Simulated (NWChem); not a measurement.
System: CH3Zn cation; SMILES [CH3][Zn+]

NWChem input:

```
start job
memory heap 200 mb stack 900 mb global 1100 mb
charge 1
geometry units angstroms
  Zn     0.000000     0.000000    -0.461010
  C      0.000000     0.000000     1.508373
  H      0.749202     0.749202     1.798350
  H      0.274227    -1.023429     1.798350
  H     -1.023429     0.274227     1.798350
end
basis spherical
  Zn library 3-21g
  C library 3-21g
  H library 3-21g
end
dft
  xc hfexch
  iterations 150
end
driver
  maxiter 120
end
task dft optimize
task dft freq
```

NWChem printed, in part:

```
             Northwest Computational Chemistry Package (NWChem) 7.3.0
             --------------------------------------------------------

 C3V symmetry detected

                             Geometry "geometry" -> ""
                             -------------------------

 Output coordinates in angstroms (scale by  1.889725989 to convert to a.u.)

  No.       Tag          Charge          X              Y              Z
 ---- ---------------- ---------- -------------- -------------- --------------
    1 Zn                  30.0000     0.00000000     0.00000000    -0.47677892
    2 C                    6.0000     0.00000000     0.00000000     1.49260408
    3 H                    1.0000     0.74920202     0.74920202     1.78258108
    4 H                    1.0000     0.27422697    -1.02342899     1.78258108
    5 H                    1.0000    -1.02342899     0.27422697     1.78258108

 Effective nuclear repulsion energy (a.u.)      76.9875982253

      Symmetry information
      --------------------

 Group name             C3v
 Group number             17
 Group order               6
 No. of unique centers     3

                                Z-matrix (autoz)
                                --------

 Units are Angstrom for bonds and degrees for angles

      Type          Name      I     J     K     L     M      Value
      ----------- --------  ----- ----- ----- ----- ----- ----------
    1 Stretch                  1     2                       1.96938
    2 Stretch                  2     3                       1.09850
    3 Stretch                  2     4                       1.09850
    4 Stretch                  2     5                       1.09850
    5 Bend                     1     2     3               105.30613
    6 Bend                     1     2     4               105.30613
    7 Bend                     1     2     5               105.30613
    8 Bend                     3     2     4               113.29559
    9 Bend                     3     2     5               113.29559
   10 Bend                     4     2     5               113.29559

  xc_inp: hfexch multiplicative factor not found.

                           NWChem Geometry Optimization
                           ----------------------------

 maximum gradient threshold         (gmax) =   0.000450
 rms gradient threshold             (grms) =   0.000300
 maximum cartesian step threshold   (xmax) =   0.001800
 rms cartesian step threshold       (xrms) =   0.001200
 fixed trust radius                (trust) =   0.300000
 source of zmatrix                         =   autoz

          -------------------
          Energy Minimization
          -------------------

 Using diagonal initial Hessian
 Scaling for Hessian diagonals: bonds = 1.00  angles = 0.25  torsions = 0.10

          --------
          Step   0

                                 NWChem DFT Module
                                 -----------------

 Summary of "ao basis" -> "ao basis" (spherical)
 ------------------------------------------------------------------------------
       Tag                 Description            Shells   Functions and Types
 ---------------- ------------------------------  ------  ---------------------
 Zn                          3-21g                  11       27   5s4p2d
 C                           3-21g                   5        9   3s2p
 H                           3-21g                   2        2   2s

      Symmetry analysis of basis
      --------------------------

        a1         18
        a2          0
        e          24

  Rotation of axis

            General Information
            -------------------
          SCF calculation type: DFT
          Wavefunction type:  closed shell.
          No. of atoms     :     5
          No. of electrons :    38
           Alpha electrons :    19
            Beta electrons :    19
          Charge           :     1
          Spin multiplicity:     1
          Use of symmetry is: on ; symmetry adaption is: on
          Maximum number of iterations: 150
          AO basis - number of functions:    42
                     number of shells:    22
          Convergence on energy requested:  1.00D-06
          Convergence on density requested:  1.00D-05
          Convergence on gradient requested:  5.00D-04

              XC Information
              --------------
                     Hartree-Fock (Exact) Exchange  1.000

      Superposition of Atomic Density Guess
      -------------------------------------

 Sum of atomic energies:       -1807.90082145

 Renormalizing density from      39.00 to     38

      Non-variational initial energy
      ------------------------------

 Total energy =   -1780.105232
 1-e energy   =   -2612.997578
 2-e energy   =     755.904748
 HOMO         =      -0.715500
 LUMO         =      -0.438654

      Symmetry analysis of molecular orbitals - initial
      -------------------------------------------------

  Numbering of irreducible representations:

     1 a1          2 a2          3 e

  Orbital symmetries:

     1 a1          2 a1          3 a1          4 e           5 e
     6 a1          7 a1          8 a1          9 e          10 e
    11 a1         12 e          13 e          14 e          15 e
    16 a1         17 e          18 e          19 a1         20 a1
    21 e          22 e          23 a1         24 a1         25 e
    26 e          27 e          28 e          29 a1

   convergence    iter        energy       DeltaE   RMS-Dens  Diis-err
 ---------------- ----- ----------------- --------- --------- ---------
 d= 0,ls=0.0,diis     1  -1807.7994573240 -1.88D+03  2.87D-02  7.91D+00
 d= 0,ls=0.0,diis     2  -1807.9957947486 -1.96D-01  1.03D-02  2.94D+00
 d= 0,ls=0.0,diis     3  -1808.0976743271 -1.02D-01  1.35D-03  1.19D-03
 d= 0,ls=0.0,diis     4  -1808.0981386140 -4.64D-04  5.08D-04  4.35D-04
 d= 0,ls=0.0,diis     5  -1808.0982309659 -9.24D-05  3.28D-04  3.12D-05
  Resetting Diis
 d= 0,ls=0.0,diis     6  -1808.0982522857 -2.13D-05  8.49D-05  2.76D-06
 d= 0,ls=0.0,diis     7  -1808.0982538490 -1.56D-06  1.07D-05  1.15D-07
 d= 0,ls=0.0,diis     8  -1808.0982538897 -4.07D-08  7.25D-06  2.37D-08

         Total DFT energy =    -1808.098253889726
      One electron energy =    -2670.757355979268
           Coulomb energy =      861.367254904734
    Exchange-Corr. energy =      -75.695751040483
 Nuclear repulsion energy =       76.987598225290

 Numeric. integr. density =        0.000000000000

                  Occupations of the irreducible representations
                  ----------------------------------------------

                     irrep           alpha         beta
                     --------     --------     --------
                     a1                9.0          9.0
                     a2                0.0          0.0
                     e                10.0         10.0

                       DFT Final Molecular Orbital Analysis
                       ------------------------------------

 Vector   17  Occ=2.000000D+00  E=-7.497921D-01  Symmetry=e
              MO Center=  1.7D-01,  1.4D-01,  1.6D+00, r^2= 1.3D+00
   Bfn.  Coefficient  Atom+Function         Bfn.  Coefficient  Atom+Function
  ----- ------------  ---------------      ----- ------------  ---------------
    31      0.282205  2 C  py                30      0.258070  2 C  px
    37      0.253338  3 H  s                 35      0.243229  2 C  py
    34      0.222427  2 C  px                38      0.196223  3 H  s
    39     -0.136470  4 H  s                 41     -0.116868  5 H  s
    40     -0.105703  4 H  s                 42     -0.090520  5 H  s

 Vector   18  Occ=2.000000D+00  E=-7.497921D-01  Symmetry=e
              MO Center= -1.7D-01, -1.4D-01,  1.6D+00, r^2= 1.3D+00
   Bfn.  Coefficient  Atom+Function         Bfn.  Coefficient  Atom+Function
  ----- ------------  ---------------      ----- ------------  ---------------
    30      0.282205  2 C  px                31     -0.258070  2 C  py
    34      0.243229  2 C  px                41     -0.225056  5 H  s
    35     -0.222427  2 C  py                39      0.213739  4 H  s
    42     -0.174317  5 H  s                 40      0.165551  4 H  s
    21      0.057294  1 Zn d  1              26      0.053433  1 Zn d  1

[...]

      ----------------------
      Optimization converged
      ----------------------

  Step       Energy      Delta E   Gmax     Grms     Xrms     Xmax
  ---- ---------------- -------- -------- -------- -------- --------
@    4   -1808.10082774 -6.8D-07  0.00003  0.00001  0.00073  0.00130
                                     ok       ok       ok       ok

                                Z-matrix (autoz)
                                --------

 Units are Angstrom for bonds and degrees for angles

      Type          Name      I     J     K     L     M      Value     Gradient
      ----------- --------  ----- ----- ----- ----- ----- ---------- ----------
    1 Stretch                  1     2                       1.91114    0.00003
    2 Stretch                  2     3                       1.08088   -0.00002
    3 Stretch                  2     4                       1.08088   -0.00002
    4 Stretch                  2     5                       1.08088   -0.00002
    5 Bend                     1     2     3               108.90124   -0.00000
    6 Bend                     1     2     4               108.90124   -0.00000
    7 Bend                     1     2     5               108.90124   -0.00000
    8 Bend                     3     2     4               110.03514    0.00000
    9 Bend                     3     2     5               110.03514    0.00000
   10 Bend                     4     2     5               110.03514    0.00000

                         Geometry "geometry" -> "geometry"
                         ---------------------------------

 Output coordinates in angstroms (scale by  1.889725989 to convert to a.u.)

  No.       Tag          Charge          X              Y              Z
 ---- ---------------- ---------- -------------- -------------- --------------
    1 Zn                  30.0000     0.00000000    -0.00000000    -0.46628123
    2 C                    6.0000     0.00000000     0.00000000     1.44485794
    3 H                    1.0000     0.72308813     0.72308813     1.79499722
    4 H                    1.0000     0.26466863    -0.98775676     1.79499722
    5 H                    1.0000    -0.98775676     0.26466863     1.79499722

 Effective nuclear repulsion energy (a.u.)      78.7395483654

      Symmetry information
      --------------------

 Group name             C3v
 Group number             17
 Group order               6
 No. of unique centers     3

                Final and change from initial internal coordinates
                --------------------------------------------------

                                Z-matrix (autoz)
                                --------

 Units are Angstrom for bonds and degrees for angles

      Type          Name      I     J     K     L     M      Value       Change
      ----------- --------  ----- ----- ----- ----- ----- ---------- ----------
    1 Stretch                  1     2                       1.91114   -0.05824
    2 Stretch                  2     3                       1.08088   -0.01761
    3 Stretch                  2     4                       1.08088   -0.01761
    4 Stretch                  2     5                       1.08088   -0.01761
    5 Bend                     1     2     3               108.90124    3.59510
    6 Bend                     1     2     4               108.90124    3.59510
    7 Bend                     1     2     5               108.90124    3.59510
    8 Bend                     3     2     4               110.03514   -3.26045
    9 Bend                     3     2     5               110.03514   -3.26045
   10 Bend                     4     2     5               110.03514   -3.26045

 ==============================================================================
                                internuclear distances
 ------------------------------------------------------------------------------
       center one      |      center two      | atomic units |  angstroms
 ------------------------------------------------------------------------------
    2 C                |   1 Zn               |     3.61153  |     1.91114
    3 H                |   2 C                |     2.04257  |     1.08088
    4 H                |   2 C                |     2.04257  |     1.08088
    5 H                |   2 C                |     2.04257  |     1.08088
 ------------------------------------------------------------------------------
                         number of included internuclear distances:          4
 ==============================================================================

[second-derivative integrals and response iterations left out]

  Vibrational analysis via the FX method

  See chapter 2 in "Molecular Vibrations" by Wilson, Decius and Cross

  Vib: Default input used

[...]

 Rotational Constants
 --------------------
 A=   5.331891 cm-1  (  7.671230 K)
 B=   0.339567 cm-1  (  0.488550 K)
 C=   0.339567 cm-1  (  0.488550 K)

 Temperature                      =   298.15K
 frequency scaling parameter      =   1.0000

 Zero-Point correction to Energy  =   23.760 kcal/mol  (  0.037864 au)
 Thermal correction to Energy     =   25.740 kcal/mol  (  0.041019 au)
 Thermal correction to Enthalpy   =   26.332 kcal/mol  (  0.041962 au)

 Total Entropy                    =   58.183 cal/mol-K
   - Translational                =   38.996 cal/mol-K (mol. weight =  78.9526)
   - Rotational                   =   18.309 cal/mol-K (symmetry #  =        3)
   - Vibrational                  =    0.878 cal/mol-K

 Cv (constant volume heat capacity) =    8.454 cal/mol-K
   - Translational                  =    2.979 cal/mol-K
   - Rotational                     =    2.979 cal/mol-K
   - Vibrational                    =    2.495 cal/mol-K

[normal modes left out]

 ----------------------------------------------------------------------------
 Normal Eigenvalue ||           Projected Infra Red Intensities
  Mode   [cm**-1]  || [atomic units] [(debye/angs)**2] [(KM/mol)] [arbitrary]
 ------ ---------- || -------------- ----------------- ---------- -----------
    1        0.000 ||    0.019481           0.449        18.991       7.868
    2        0.000 ||    0.019522           0.450        19.031       7.885
    3        0.000 ||    0.012666           0.292        12.347       5.116
    4        0.000 ||    0.000804           0.019         0.784       0.325
    5        0.000 ||    0.000133           0.003         0.130       0.054
    6        0.000 ||    0.000714           0.016         0.696       0.289
    7      587.205 ||    0.002462           0.057         2.400       0.994
    8      829.601 ||    0.107399           2.478       104.698      43.380
    9      829.601 ||    0.107399           2.478       104.698      43.380
   10     1380.418 ||    0.062962           1.453        61.379      25.431
   11     1568.895 ||    0.005484           0.127         5.346       2.215
   12     1568.896 ||    0.005484           0.127         5.346       2.215
   13     3221.624 ||    0.000105           0.002         0.102       0.042
   14     3321.129 ||    0.013375           0.309        13.039       5.403
   15     3321.129 ||    0.013375           0.309        13.039       5.403
 ----------------------------------------------------------------------------
```

Level: Hartree-Fock/3-21G.
